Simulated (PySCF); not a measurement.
C3H10N, charge +1, singlet, geometry from GFN2-xTB, atoms displaced at random by about 0.03 Å a coordinate; R2SCAN/6-31G, gradient run with PySCF.

Input for PySCF:
```python
from pyscf import gto, scf, dft

mol = gto.Mole()
mol.atom = '''
    N    -0.022129   -0.040598    0.337909
    C    -0.024386    1.425410   -0.035849
    C     1.227382   -0.682194   -0.138330
    C    -1.205435   -0.710431   -0.124636
    H     0.003939    1.421437   -1.197974
    H     0.859131    1.930830    0.258318
    H    -0.914679    1.910768    0.286568
    H     1.230157   -0.719430   -1.238814
    H     1.254566   -1.716333    0.256732
    H     2.143978   -0.148642    0.279328
    H    -1.237990   -0.710379   -1.210158
    H    -2.154573   -0.201293    0.164596
    H    -1.210067   -1.715792    0.285977
    H    -0.033417    0.042600    1.386206
'''
mol.basis = '6-31g'
mol.charge = 1
mol.spin = 0
mol.verbose = 4
mol.build()

mf = dft.RKS(mol)
mf.xc = 'r2scan'
mf.kernel()
g = mf.nuc_grad_method()
grad = g.kernel()
```

Output, abridged:

```
PySCF version 2.14.0

[INPUT] verbose = 4
[INPUT] num. atoms = 14
[INPUT] num. electrons = 34
[INPUT] charge = 1
[INPUT] spin (= nelec alpha-beta = 2S) = 0
[INPUT] symmetry False subgroup None
[INPUT] Mole.unit = angstrom
[INPUT] Symbol           X                Y                Z      unit          X                Y                Z       unit  Magmom
[INPUT]  1 N     -0.022129000000  -0.040598000000   0.337909000000 AA   -0.041817749411  -0.076719101205   0.638555465026 Bohr   0.0
[INPUT]  2 C     -0.024386000000   1.425410000000  -0.035849000000 AA   -0.046082861274   2.693634515216  -0.067744791840 Bohr   0.0
[INPUT]  3 C      1.227382000000  -0.682194000000  -0.138330000000 AA    2.319415830221  -1.289159823822  -0.261405814811 Bohr   0.0
[INPUT]  4 C     -1.205435000000  -0.710431000000  -0.124636000000 AA   -2.277942010965  -1.342520020401  -0.235527905261 Bohr   0.0
[INPUT]  5 H      0.003939000000   1.421437000000  -1.197974000000 AA    0.007443631205   2.686126633323  -2.263842764350 Bohr   0.0
[INPUT]  6 H      0.859131000000   1.930830000000   0.258318000000 AA    1.623522295124   3.648739893094   0.488150273045 Bohr   0.0
[INPUT]  7 H     -0.914679000000   1.910768000000   0.286568000000 AA   -1.728492801891   3.610828207583   0.541535036064 Bohr   0.0
[INPUT]  8 H      1.230157000000  -0.719430000000  -1.238814000000 AA    2.324659820217  -1.359525665796  -2.341019179277 Bohr   0.0
[INPUT]  9 H      1.254566000000  -1.716333000000   0.256732000000 AA    2.370786145191  -3.243399308553   0.485153167412 Bohr   0.0
[INPUT] 10 H      2.143978000000  -0.148642000000   0.279328000000 AA    4.051531237093  -0.280892670608   0.527853418923 Bohr   0.0
[INPUT] 11 H     -1.237990000000  -0.710379000000  -1.210158000000 AA   -2.339462044950  -1.342421754642  -2.286867187451 Bohr   0.0
[INPUT] 12 H     -2.154573000000  -0.201293000000   0.164596000000 AA   -4.071552885383  -0.380388640792   0.311041361199 Bohr   0.0
[INPUT] 13 H     -1.210067000000  -1.715792000000   0.285977000000 AA   -2.286695222374  -3.242376966720   0.540418207925 Bohr   0.0
[INPUT] 14 H     -0.033417000000   0.042600000000   1.386206000000 AA   -0.063148977905   0.080502332906   2.619549692229 Bohr   0.0

nuclear repulsion = 147.081510789032
number of shells = 40
number of NR pGTOs = 128
number of NR cGTOs = 56
basis = 6-31g
ecp = {}

******** <class 'pyscf.dft.rks.RKS'> ********
method = RKS
initial guess = minao
damping factor = 0
level_shift factor = 0
DIIS = <class 'pyscf.scf.diis.CDIIS'>
diis_start_cycle = 1
diis_space = 8
diis_damp = 0
SCF conv_tol = 1e-09
SCF conv_tol_grad = None
SCF max_cycles = 50
direct_scf = True
direct_scf_tol = 1e-13
XC library pyscf.dft.libxc version 7.1.2
    S. Lehtola, C. Steigemann, M. J. T. Oliveira, and M. A. L. Marques,  SoftwareX 7, 1–5 (2018)
XC functionals = r2scan
    J. W. Furness, A. D. Kaplan, J. Ning, J. P. Perdew, and J. Sun,  J. Phys. Chem. Lett. 11, 8208–8215 (2020)
    J. W. Furness, A. D. Kaplan, J. Ning, J. P. Perdew, and J. Sun,  J. Phys. Chem. Lett. 11, 9248–9248 (2020)
    J. W. Furness, A. D. Kaplan, J. Ning, J. P. Perdew, and J. Sun,  J. Phys. Chem. Lett. 11, 8208–8215 (2020)
    J. W. Furness, A. D. Kaplan, J. Ning, J. P. Perdew, and J. Sun,  J. Phys. Chem. Lett. 11, 9248–9248 (2020)
radial grids:
    Treutler-Ahlrichs [JCP 102, 346 (1995); DOI:10.1063/1.469408] (M4) radial grids

becke partition: Becke, JCP 88, 2547 (1988); DOI:10.1063/1.454033
pruning grids: <function nwchem_prune>
grids dens level: 3
symmetrized grids: False
atomic radii adjust function: <function treutler_atomic_radii_adjust>
small_rho_cutoff = 0
Set gradient conv threshold to 3.16228e-05
Initial guess from minao.
tot grids = 154336
init E= -174.965064997529
  HOMO = -0.379155860605032  LUMO = 0.00433172518569336  gap/eV = 10.43523
cycle= 1 E= -174.637722329008  delta_E= 0.327  |g|= 0.342  |ddm|= 2.94
  HOMO = -0.534962483408847  LUMO = -0.188836472327427  gap/eV = 9.41857
cycle= 2 E= -174.611670377595  delta_E= 0.0261  |g|= 0.508  |ddm|= 0.869
  HOMO = -0.543503827899002  LUMO = -0.163225228901702  gap/eV = 10.34791
cycle= 3 E= -174.667872708542  delta_E= -0.0562  |g|= 0.0464  |ddm|= 0.389
  HOMO = -0.547464382017155  LUMO = -0.162766921018231  gap/eV = 10.46815
cycle= 4 E= -174.668329564395  delta_E= -0.000457  |g|= 0.019  |ddm|= 0.0582
  HOMO = -0.545168117467208  LUMO = -0.160567926621909  gap/eV = 10.46550
cycle= 5 E= -174.668425223794  delta_E= -9.57e-05  |g|= 0.00156  |ddm|= 0.0213
  HOMO = -0.545107086385699  LUMO = -0.160697729205905  gap/eV = 10.46031
cycle= 6 E= -174.668426068291  delta_E= -8.44e-07  |g|= 0.000416  |ddm|= 0.00338
  HOMO = -0.545106415839074  LUMO = -0.16066393611834  gap/eV = 10.46121
cycle= 7 E= -174.66842612647  delta_E= -5.82e-08  |g|= 0.0001  |ddm|= 0.000704
  HOMO = -0.545107258272737  LUMO = -0.160662364150904  gap/eV = 10.46128
cycle= 8 E= -174.668426129003  delta_E= -2.53e-09  |g|= 2.42e-05  |ddm|= 0.000114
  HOMO = -0.545107678135182  LUMO = -0.160663171749996  gap/eV = 10.46127
cycle= 9 E= -174.668426129171  delta_E= -1.67e-10  |g|= 1.62e-06  |ddm|= 2.74e-05
  HOMO = -0.545107511482499  LUMO = -0.160663035300306  gap/eV = 10.46127
Extra cycle  E= -174.668426129171  delta_E= -5.68e-14  |g|= 1.39e-06  |ddm|= 4.18e-06
converged SCF energy = -174.668426129171

******** <class 'pyscf.grad.rks.Gradients'> for <class 'pyscf.dft.rks.RKS'> ********
unit = Eh/Bohr
grid_response = False
--------------- RKS gradients ---------------
         x                y                z
0 N    -0.0194439168    -0.0519543491    -0.0423471016
1 C     0.0011599897     0.0104320547     0.0784929648
2 C    -0.0353084287     0.0156271594    -0.0133170158
3 C     0.0500073370     0.0135633785     0.0075743688
4 H     0.0047709538    -0.0046831580    -0.0348151165
5 H    -0.0185814073    -0.0060816523    -0.0154395325
6 H     0.0153775746    -0.0062213779    -0.0091509854
7 H    -0.0005048297    -0.0041811472    -0.0068256694
8 H     0.0005156122    -0.0069449239     0.0049901057
9 H     0.0243576462     0.0091116868     0.0135160186
10 H    -0.0062804581     0.0054498839     0.0053772229
11 H    -0.0157609064     0.0026729913    -0.0051624287
12 H     0.0026831918     0.0055771807     0.0036475579
13 H    -0.0031268541     0.0175484758     0.0132401865
----------------------------------------------
```
